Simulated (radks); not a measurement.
Results of a calculation; reference values are marked as such.
Task: The table gives one normalised radial function P(r) = r R(r) of Li in [He] 2s1 (r in bohr). Code: a radial shooting solver on a logarithmic mesh with Libxc functionals. Model: non-relativistic Kohn-Sham, PBE, spin-polarised, spherical densities, point nucleus; open shells are filled with parallel spins first.

r,P
0.05324,0.4222
0.06607,0.5042
0.08135,0.5931
0.101,0.6944
0.1243,0.7979
0.1543,0.9067
0.19,1.0062
0.2358,1.0944
0.2903,1.1541
0.3574,1.1777
0.4435,1.1540
0.5461,1.0788
0.6778,0.9479
0.8345,0.7818
1.036,0.5880
1.275,0.4051
1.583,0.2418
1.948,0.1278
2.399,0.0578
2.977,0.0204
3.666,0.0058
4.55,0.0011
5.601,0.0001
6.952,0.0000
8.559,0.0000
10.62,0.0000
13.08,0.0000

Which n and l does it have? It may be an empty orbital.

Result: n = 1, l = 0: the number of nodes gives n - l - 1 = 0, the rise at small r (about r^(l+1)) gives l, and the extent must fit the shell. The curve is that of 1s up; the table hardly tells the two spins apart. 1s up: eigenvalue -51.737 eV, 0 radial nodes, <r> = 0.582 bohr, 90 % of the charge inside 1.06 bohr.
